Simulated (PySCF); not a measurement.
The numbers are results of PBE-D3(BJ)/def2-TZVP // PBE0-D4/def2-TZVP run with PySCF 2.14.0, not measurements. All species are isolated molecules in the gas phase. One relaxed conformer stands for a flexible species; it need not be the lowest. Excitations are Tamm–Dancoff values on a coarser integration grid. The basis has no diffuse functions, so Rydberg states are missing or too high.

Reference species (SMILES): `[F][Ga]([F])[F]` (neutral, multiplicity 1).

| Item | Value |
|---|---|
| HOMO | -9.66 eV |
| S1 oscillator strength | 0.000 |
| LUMO | -3.36 eV |
| S1 excitation (TDA) | 6.43 eV |

Changed species: `[OH][Ga]([OH])[F]` (H–O–Ga–F torsion 0°, F–Ga–O–H torsion -180°) (2 of 3 F replaced by OH; the reference has 0 of 3 F replaced by OH).

Question: What does the change do to the HOMO, S1 oscillator strength, LUMO and S1 excitation (TDA)?

Answer: the HOMO rises by 2.06 eV, to -7.60 eV; the S1 oscillator strength hardly moves; the LUMO rises by 1.09 eV, to -2.27 eV; the S1 excitation (TDA) drops by 0.96 eV, to 5.47 eV.
